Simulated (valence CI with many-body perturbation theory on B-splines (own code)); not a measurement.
The numbers below are computed, except where a source is named.
# Assign the levels of Ni²³⁺

Level of theory: relativistic CI+MBPT: three valence electrons over a frozen Dirac-Fock core [He], radial functions for each j: 11 s, 11 p, 10 d, 8 f, 5 g, 2 h, with the one-electron correlation potential Σ1, the two-electron term Σ2, the three-electron term Σ3, Breit, model QED; selected CI, second order for the rest, scaled by the run's own slope (own B-spline code, finite nucleus).

No measured spectrum was set against this ion. As an estimate, levels of excited configurations hold to 0.05 to 0.15 % of their energy, terms of the ground configuration to about 0.5 %.

```tsv
No.	J	Parity	E (cm⁻¹)	g
1	1/2	odd	0	0.660
2	3/2	odd	163940	1.329
3	1/2	even	457250	2.616
4	3/2	even	539440	1.722
5	5/2	even	608690	1.559
6	3/2	even	843700	0.836
7	5/2	even	884240	1.232
10	3/2	even	1143700	1.297
11	3/2	odd	1423800	1.867
12	3/2	odd	1581800	0.991
13	5/2	odd	1626200	1.196
14	1/2	odd	1781400	0.660
15	3/2	odd	1873300	1.264
16	1/2	even	9615200	2.000
```

Energies count from the lowest level. Strongly mixed levels and levels close to another of their J and parity are left out, so the numbers can have gaps.

**Question.** Give configuration and LS term of each level.

**Answer.** 1: 2s²2p ²P°; 2: 2s²2p ²P°; 3: 2s2p² ⁴P; 4: 2s2p² ⁴P; 5: 2s2p² ⁴P; 6: 2s2p² ²D; 7: 2s2p² ²D; 10: 2s2p² ²P; 11: 2p³ ⁴S°; 12: 2p³ ²D°; 13: 2p³ ²D°; 14: 2p³ ²P°; 15: 2p³ ²P°; 16: 2s²3s ²S.
